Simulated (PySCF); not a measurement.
SMILES [SiH3]C[CH2][Ge]([Cl])([Cl])[Cl] (CAM-B3LYP/def2-SVP optimised geometry):

```
14

Si     0.759    -2.356     0.000
C      0.115    -0.579     0.000
C      0.571     0.247     1.206
Ge    -0.102     2.065     1.164
Cl     0.563     3.202     2.857
Cl     0.554     3.076    -0.614
Cl    -2.250     2.077     1.154
H      0.269    -3.076    -1.208
H      0.286    -3.069     1.221
H      2.250    -2.356     0.000
H     -0.986    -0.614    -0.043
H      0.442    -0.097    -0.937
H      0.226    -0.186     2.159
H      1.668     0.326     1.265
```

Calculation: CAM-B3LYP/def2-TZVP (PySCF).

### Question
What are the frontier orbital energies and the dipole moment?

### Answer
HOMO-2 -10.76 eV, HOMO-1 -10.54 eV, HOMO -9.84 eV, LUMO -0.21 eV, LUMO+1 1.04 eV; dipole moment 2.39 D.

On the same geometry PBE/def2-TZVP in PySCF gives HOMO-2 -7.95 eV, HOMO-1 -7.73 eV, HOMO -7.33 eV, LUMO -2.24 eV, LUMO+1 -0.77 eV; dipole moment 2.29 D.

Meta-Löwdin charges at CAM-B3LYP/def2-TZVP: Si1 0.52, C2 -0.43, C3 -0.39, Ge4 0.95, Cl5 -0.28, Cl6 -0.29, Cl7 -0.29, H8 -0.10, H9 -0.10, H10 -0.10, H11 0.12, H12 0.12, H13 0.13, H14 0.13.
